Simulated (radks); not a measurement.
Values are calculated unless marked as measured or tabulated.
The nuclear charge of neutral chlorine is varied continuously with 17 electrons held in [Ne] 3s2 3p5. Code: a radial shooting solver on a logarithmic mesh with Libxc functionals. Model: non-relativistic Kohn-Sham, TPSS, spin-polarised, spherical densities, point nucleus; open shells are filled with parallel spins first; meta-GGA in the generalised Kohn-Sham scheme. By the Hellmann-Feynman theorem dE/dZ = E(electron-nucleus)/Z, the electronic potential at the nucleus.

| Z | E (hartree) | E(electron-nucleus)/Z (hartree) | HOMO | e(HOMO) (eV) | <r> HOMO (bohr) |
|---|---|---|---|---|---|
| 16.75 | -444.23027 | -63.1762 | 3p | -5.410 | 1.958 |
| 17 | -460.17601 | -64.3893 | 3p | -8.178 | 1.857 |
| 17.25 | -476.42471 | -65.6001 | 3p | -11.196 | 1.769 |
| 17.5 | -492.97589 | -66.8091 | 3p | -14.453 | 1.692 |
| 17.75 | -509.82914 | -68.0167 | 3p | -17.941 | 1.623 |
| 18 | -526.98413 | -69.2230 | 3p | -21.655 | 1.561 |

The central difference of E at Z = 17 is -64.389 hartree, to compare with the third column; the second derivative is -4.85 hartree.
